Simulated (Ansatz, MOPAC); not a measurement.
Species: CHO, charge 0, multiplicity 2. SMILES: [CH-]=[O+]

Atoms: C1, O2, H3. Bonds: C1-O2, C1-H3.

Bond lengths (Å) and angles (degrees) optimised at PM3 with MOPAC; PM6 with MOPAC; HF/6-31G* with Ansatz (a quantum-chemistry and plane-wave program); B3LYP/LANL2DZ with Ansatz, each started from the B3LYP-D3(BJ)/def2-TZVP structure (Ansatz) of the last column. A row stands for all coordinates that are equal there. 6-31G* holds six Cartesian d functions. No wavenumbers were computed at B3LYP/LANL2DZ, so these may be saddle points.

| coordinate | PM3 | PM6 | HF/6-31G* | B3LYP/LANL2DZ | B3LYP-D3(BJ)/def2-TZVP |
|---|---|---|---|---|---|
| C1-O2 | 1.166 | 1.163 | 1.159 | 1.214 | 1.172 |
| C1-H3 | 1.089 | 1.050 | 1.106 | 1.120 | 1.125 |
| O2-C1-H3 | 136.5 | 146.2 | 126.3 | 126.4 | 124.4 |

Mean signed difference of all 2 bond lengths from B3LYP-D3(BJ)/def2-TZVP: PM3 -0.021 Å, PM6 -0.042 Å, HF/6-31G* -0.016 Å, B3LYP/LANL2DZ 0.019 Å.
